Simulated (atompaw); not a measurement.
**Ranking PAW (atompaw) potentials for platinum**

All share these settings but for the change named:

```
Element                 : Pt
Generator               : atompaw 4.2.0.5
Type                    : PAW
Functional              : PBE
Relativity              : scalar-relativistic
Frozen core             : [Xe] 4f14
Valence charge          : 10
Reference configuration : 5d9 6s0.5 6p0.5
Partial waves           : 6s (bound): rc 3.00 bohr; 6s channel at 1.1 Ry: rc 3.00 bohr; 6p (bound): rc 3.00 bohr; 6p channel at 2.4 Ry: rc 3.00 bohr; 5d (bound): rc 1.75 bohr; 5d channel at 2 Ry: rc 3.00 bohr
Local potential         : troulliermartins scheme with l = 3 at 0 Ry, radius 2.85 bohr
Core correction         : smooth core density matched at 2.40 bohr
Augmentation charge     : besselshape compensation charge, radius 2.45 bohr; PAW radius 3.00 bohr; waves and projectors: custom polynom2 7 10 vanderbiltortho
```

Cutoff: the first of the cutoffs (Ry, on a coarse ladder) from which the occupation-weighted sum of valence levels, in a spherical-Bessel basis at the reference potential, stays within 10 and 1 mRy of its value at 400 Ry; the density cutoff is not measured.

The base gives 30 Ry.

Of 10 variants that were run, those that failed, showed a ghost or another fault, or gave nearly equal values are left out.

A variant can come out equal or close to the base.

Problem. Rank these variants from softest to hardest (loose cutoff).
A. local potential troulliermartins scheme with l = 3 at 0 Ry, radius 2.94 bohr
B. augmentation besselshape compensation charge, radius 2.45 bohr; PAW radius 3.00 bohr; waves and projectors: custom rrkj gramschmidtortho
C. all radii scaled by about 1.21 (s 3.62, p 3.62, d 2.12 bohr); local potential troulliermartins scheme with l = 3 at 0 Ry, radius 3.44 bohr; augmentation besselshape compensation charge, radius 2.96 bohr; PAW radius 3.62 bohr; waves and projectors: custom polynom2 7 10 vanderbiltortho; core correction smooth core density matched at 2.90 bohr

Solution. C (21 Ry), A (30 Ry), B (35 Ry).
